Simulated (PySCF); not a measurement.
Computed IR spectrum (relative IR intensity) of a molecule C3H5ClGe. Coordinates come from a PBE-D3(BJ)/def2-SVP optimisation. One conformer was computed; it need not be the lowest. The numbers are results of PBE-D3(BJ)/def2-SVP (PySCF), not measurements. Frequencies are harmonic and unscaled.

Lines under 2 % of the strongest are left out, and lines within 2 cm⁻¹ are merged.

```csv
ν (cm⁻¹),relative intensity
390,10
468,7.9
537,7.0
670,7.4
679,26
756,37
796,100
811,26
850,6.1
855,22
1053,2.1
1149,2.0
1294,37
1998,7.1
2076,60
2084,58
2113,41
3124,3.6
```

Problem. Which molecule gave these data?
(A) ClC=C=[CH][GeH3]
(B) ClC1=[CH][GeH2][CH2]1
(C) C=C=[CH][GeH2][Cl]
(D) [Cl][Ge@@H]1[CH]=C[CH2]1

Solution. A, ClC=C=[CH][GeH3]
